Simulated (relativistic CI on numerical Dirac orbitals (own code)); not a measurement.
## Forbidden lines of Nb26+

Method of calculation: Dirac-Coulomb-Breit CI, separate exchange-only KLI orbitals for each configuration, model QED (radiative potential, 1s self-energy scaled to tabulated hydrogen-like ionisation energies), unscaled Slater integrals (own radial code, finite nucleus).

Configurations in the expansion (outside the closed core [Ne]): 3s²3p³, 3s3p⁴, 3s²3p²3d, 3p⁵, 3s3p³3d, 3p⁴3d, 3s3p²3d², 3s²3p3d4p, 3p⁴4s, 3s²3p²4s, 3s3p²3d4s, 3p⁴4p, 3s²3p3d², 3s²3d³, 3s3p3d³, 3s²3d²4s, 3p³3d², 3p²3d³, 3p²3d²4s, 3s²3p3d4s, 3s3p3d²4s, 3s²3d4s², 3s3p²3d4p, 3s3p3d²4p, 3p²3d²4p, 3s3p3d4s4p. Double excitations out of closed p, d and f shells are left out; levels of such configurations are missing from the list, as are those of other unlisted configurations, and high levels can miss mixing partners.

| λ vac (nm) | Lower | Upper | Type | A (s⁻¹) | E lower (cm⁻¹) | E upper (cm⁻¹) |
| --- | --- | --- | --- | --- | --- | --- |
| 11.409 | 3s²3p³ ²D°5/2 [3] | 3s²3p²3d ⁴F9/2 [20] | M2 | 5.14e+02 | 182246 | 1058728 |
| 26.413 | 3s3p⁴ ⁴P5/2 [6] | 3s²3p²3d ⁴F9/2 [20] | E2 | 2.10e+02 | 680122 | 1058728 |
| 26.798 | 3s²3p³ ⁴S°3/2 [1] | 3s²3p³ ²P°3/2 [5] | M1 | 8.06e+03 | 0 | 373168 |
| 41.976 | 3s²3p³ ⁴S°3/2 [1] | 3s²3p³ ²P°1/2 [4] | M1 | 7.83e+04 | 0 | 238230 |
| 42.732 | 3s²3p³ ²D°3/2 [2] | 3s²3p³ ²P°3/2 [5] | M1 | 1.53e+05 | 139153 | 373168 |
| 44.944 | 3s²3p²3d ⁴F7/2 [16] | 3s²3p²3d ²G9/2 [31] | M1 | 2.92e+04 | 1010381 | 1232882 |
| 47.674 | 3s²3p²3d ⁴D7/2 [17] | 3s²3p²3d ²G9/2 [31] | M1 | 1.11e+04 | 1023122 | 1232882 |
| 52.377 | 3s²3p³ ²D°5/2 [3] | 3s²3p³ ²P°3/2 [5] | M1 | 3.18e+04 | 182246 | 373168 |
| 54.871 | 3s²3p³ ⁴S°3/2 [1] | 3s²3p³ ²D°5/2 [3] | M1 | 1.06e+04 | 0 | 182246 |
| 57.420 | 3s²3p²3d ⁴F9/2 [20] | 3s²3p²3d ²G9/2 [31] | M1 | 3.81e+04 | 1058728 | 1232882 |
| 71.863 | 3s²3p³ ⁴S°3/2 [1] | 3s²3p³ ²D°3/2 [2] | M1 | 5.64e+04 | 0 | 139153 |
| 74.108 | 3s²3p³ ²P°1/2 [4] | 3s²3p³ ²P°3/2 [5] | M1 | 1.35e+04 | 238230 | 373168 |
| 106.17 | 3s²3p²3d ²G7/2 [23] | 3s²3p²3d ²G9/2 [31] | M1 | 9.16e+03 | 1138696 | 1232882 |
| 206.84 | 3s²3p²3d ⁴F7/2 [16] | 3s²3p²3d ⁴F9/2 [20] | M1 | 2.24e+03 | 1010381 | 1058728 |
| 232.06 | 3s²3p³ ²D°3/2 [2] | 3s²3p³ ²D°5/2 [3] | M1 | 4.79e+02 | 139153 | 182246 |

Terms are leading LS components. Brackets give the number of a level in order of energy, since labels repeat. The list gives strong lines, with weight on those to low levels, among the lowest 200 of 3317 levels, so that lines to higher ones, which can be the strongest, are missing. Levels whose partners in the same complex of configurations lie outside the list can be far off, and so can their lines. Rates are taken at the computed energies, electric ones in the length gauge.

At this charge energies of transitions that change n are usually good to better than 1 %, and those within a shell (Δn = 0) to a few per cent.

(1) From the table, what is the radiative lifetime of 3s²3p³ ²P°3/2?

Results:

(1) The listed rates from this level add up to about 2.06e+05 s⁻¹, 100 % of its decay; with all channels τ = 4.85e-06 s.

LS names give the leading component of a level, which can be under half, so a name can repeat, a term be missing and a line seem to break the LS rules.
